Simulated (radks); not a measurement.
Values are calculated unless marked as measured or tabulated.
The hydrogen anion H-, [He], held by a Watson sphere: a shell of charge +0.81 at radius R that stands for the Madelung well of a crystal (potential energy -0.81/R inside, -0.81/r outside, in hartree with lengths in bohr). Code: a radial shooting solver on a logarithmic mesh with Libxc functionals. Model: non-relativistic Kohn-Sham, r2SCAN, spin-polarised, spherical densities, point nucleus; meta-GGA in the generalised Kohn-Sham scheme.

R (bohr)  e(1s) (eV)  <r> 1s (bohr)  sum of <r^2> (bohr^2)  X-ray form factor at sin(theta)/lambda = 0.2 1/angstrom
1.39          -6.353          1.639                  7.180                                                    0.859
1.46          -6.197          1.665                  7.414                                                    0.839
1.9           -5.346          1.817                  8.858                                                    0.737
2.1           -5.020          1.879                  9.492                                                    0.701
2.23          -4.825          1.916                  9.894                                                    0.681
2.47          -4.495          1.980                  10.62                                                    0.649
2.67          -4.244          2.029                  11.20                                                    0.628
2.78          -4.115          2.054                  11.51                                                    0.618
3.03          -3.842          2.108                  12.20                                                    0.599
